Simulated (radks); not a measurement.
Effect of the nuclear size on the promethium ion Pm+, [Xe] 4f5 6s1. Method: Dirac Kohn-Sham, LDA (Slater exchange, Perdew-Wang correlation), spin-unpolarised, spherical densities, finite nucleus; open shells fill j = l - 1/2 first; Fermi nuclear charge, rms radius 4.962 fm; computed with a radial shooting solver on a logarithmic mesh with Libxc functionals. The rms radius is varied about that value; shifts are against it.

rms radius (fm)  total energy shift (eV)  density at nucleus (e/bohr^3)  1s1/2 shift (meV)  2s1/2 shift (meV)  5s1/2 shift (meV)  5p1/2 shift (meV)  6s1/2 shift (meV)  4f5/2 shift (meV)  6p1/2 (empty) shift (meV)
4.2872                             -3.70                      5.075e+05              -1530               -192              -1.47              0.134             -0.142              0.253                      0.044
4.7337                             -1.30                       4.96e+05               -537              -67.4             -0.516              0.047             -0.050              0.089                      0.015
4.962                                  0                      4.907e+05              0.000              0.000              0.000              0.000              0.000              0.000                      0.000
5.1605                              1.17                      4.863e+05                483               60.6              0.464             -0.042              0.045             -0.080                     -0.014
6.009                               6.54                      4.695e+05               2710                340               2.60             -0.237              0.252             -0.448                     -0.078

Slopes of the eigenvalues against <r^2> in GHz/fm^2, as finite differences over the two radii next to the reference (eigenvalue slopes, not the field-shift constants of lines): 1s1/2 58400, 2s1/2 7330, 5s1/2 56.1, 5p1/2 -5.11, 6s1/2 5.43, 4f5/2 -9.66, 6p1/2 (empty) -1.68.
